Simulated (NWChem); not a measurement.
System: TaNHF₃; SMILES [NH]=[Ta]([F])([F])[F]

Computed with NWChem. All runs use the structure optimised with PBE-D3(BJ)/def2-SVP. def2 effective core potentials on Ta; no spin-orbit coupling.

Problem. Estimate the computed values for LRC-wPBEh/def2-SVP. Quantities: highest occupied level (eV); orbital gap (eV); dipole (D).

Solution. 
- highest occupied level (eV): -10.41
- orbital gap (eV): 10.94
- dipole (D): 0.75
